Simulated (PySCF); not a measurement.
An unknown is described by computed data only.

Formula: C6H10O.

| Quantity | Value |
| --- | --- |
| UV, strongest line | among the 8 lowest singlet transitions: S4 at 6.85 eV (181 nm, f = 0.205) [TDDFT CAM-B3LYP/def2-SVPD] |
| Rotational structure | rotational constants A, B, C: 6.262, 1.872, 1.504 GHz [GFN2-xTB] |
| Triplet | lowest triplet excitation (Tamm–Dancoff): 4.46 eV [TDA CAM-B3LYP/def2-SVPD] |
| 13C NMR | chemical shifts (computed TMS as zero) by class: 169.8 (1 C), 97.1 (1 C), 57.8 (1 C), 36.7 (1 C), 33.6 (1 C), 24.6 (1 C) ppm [GIAO PBE0/pcSseg-1] |
| Polarisability | 73.2 au [CAM-B3LYP/def2-SVPD] |
| 1H NMR | chemical shifts (computed TMS as zero) by class: 4.35 (1 H), 3.74 (3 H), 2.52 (2 H), 2.48 (2 H), 1.87 (2 H) ppm [GIAO PBE0/pcSseg-1] |

The electronic properties come from PySCF, for the isolated species, density fitting. Levels stand in brackets. The structure is a single GFN2-xTB conformer in the gas phase; no vibrational or solvent corrections. NMR values are class means; diastereotopic atoms form classes of their own.

Q: What is the compound? Reason from the data.

A: Numbering: `[CH3:1][O:2][C:3]1=[CH:4][CH2:5][CH2:6][CH2:7]1`. Its formula, C6H10O, gives 2 degrees of unsaturation: 1 ring and 1 π bond in the structure found. 6 carbons fall into 6 classes; from least to most shielded: vinylic carbon bearing oxygen [C3] (169.8 ppm), alkene CH carbon [C4] (97.1 ppm), methoxy carbon [C1] (57.8 ppm), allylic carbon [C7] (36.7 ppm), allylic carbon [C5] (33.6 ppm), ring CH2 carbon [C6] (24.6 ppm). Hydrogen classes from least to most shielded: 1 H on an alkene CH carbon, C4 (4.35 ppm), 3 H on a methoxy carbon, C1 (3.74 ppm), 2 H on an allylic carbon, C5 (2.52 ppm), 2 H on an allylic carbon, C7 (2.48 ppm), 2 H on a ring CH2 carbon, C6 (1.87 ppm). The optimised geometry has point group C1 and is an asymmetric top. Structure: `COC1=CCCC1` (1-methoxycyclopentene). Computed isomers that give other values at the same levels: `OCC1CC=CC1` (rotational constant A: 5.326 GHz; this holds for the one conformer computed); `C=C=C[C@H](C)OC` (static isotropic polarisability: 81.0 au); `C=CC(=O)C(C)C` (rotational constant A: 4.745 GHz; this holds for the one conformer computed). The assignments are read from this structure; whether some other isomer fits the data as well wasn't checked.
